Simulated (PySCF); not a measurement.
Species: C6H3ClFNS.
Numbering: `[F:1][c:2]1[c:3]([Cl:4])[s:5][c:6]2[cH:7][cH:8][nH:9][c:10]12` (hydrogens: H11 on C7; H12 on C8; H13 on N9)

Structure used (PBE0-D3(BJ)/def2-SVP), in Å, numbered top down from 1:
```xyz
13
C6H3ClFNS angstrom
F      2.035   -1.226    1.481
C      1.516   -0.357    0.627
C      2.234    0.602   -0.038
Cl     3.913    0.865    0.096
S      1.248    1.590   -1.094
C     -0.165    0.698   -0.637
C     -1.562    0.647   -0.890
C     -2.046   -0.385   -0.111
N     -1.018   -0.956    0.597
C      0.139   -0.304    0.284
H     -2.149    1.279   -1.551
H     -3.064   -0.756   -0.009
H     -1.100   -1.738    1.230
```

Computed with PySCF at PBE0/def2-SVPD, non-relativistic, on one gas-phase PBE0-D3(BJ)/def2-SVP geometry that isn't relaxed in the solvent. The solvent is an IEF-PCM continuum (van der Waals radii × 1.2). Only the electrostatic response of the medium enters.

Gas phase at PBE0/def2-SVPD: HOMO -6.11 eV, LUMO -0.64 eV, dipole 3.41 D.

Task: What does the continuum do to the energy, the frontier levels and the dipole at PBE0/def2-SVPD in cyclohexane?

Result: 
| solvent | ε | E(solvent) − E(gas) (kcal/mol) | polarisation term (kcal/mol) | distortion of the solute (kcal/mol) | HOMO (eV) | LUMO (eV) | dipole (D) |
| --- | --- | --- | --- | --- | --- | --- | --- |
| cyclohexane | 2.017 | -2.33 | -2.50 | 0.17 | -6.08 | -0.61 | 3.93 |

The polarisation term is half the interaction of the solute with the surface charges that it induces; the rest is the cost of distorting the solute's density. The sum is the electrostatic part of solvation alone.

Task: Which radius a makes the point-dipole formula ΔE = −[(ε − 1)/(2ε + 1)]·μ²/a³ give the value in cyclohexane, with the gas-phase dipole?

Result: μ = 1.342 au and |ΔE| = 0.00372 Eh give a = 2.44 Å; the farthest nucleus lies 4.01 Å from the centroid of the nuclei, so such a sphere wouldn't even hold the nuclei. The formula assumes a rigid point dipole at the centre of a sphere.

Task: Give the dipole vector in the frame of the coordinates (D, pointing from negative to positive charge), gas and cyclohexane.

Result: Gas (-3.10, -1.36, 0.48), solvent (-3.54, -1.59, 0.58). Its length changes by +15 % and its direction by less than 1°.

Task: How does the static polarisability (PBE0/def2-SVPD, frozen core, with the continuum's full static response) change?

Result: 
```
     medium  isotropic (au)  principal values (au)  ⟨r²⟩ of the electrons (bohr²)
        gas           109.7     63.2, 105.6, 160.3                         1821.0
cyclohexane           125.8     70.9, 121.5, 185.2                         1820.3
```

The isotropic value in cyclohexane is 1.15 times the gas-phase one; no cavity-field correction is applied. ⟨r²⟩ is taken about the centre of nuclear charge.
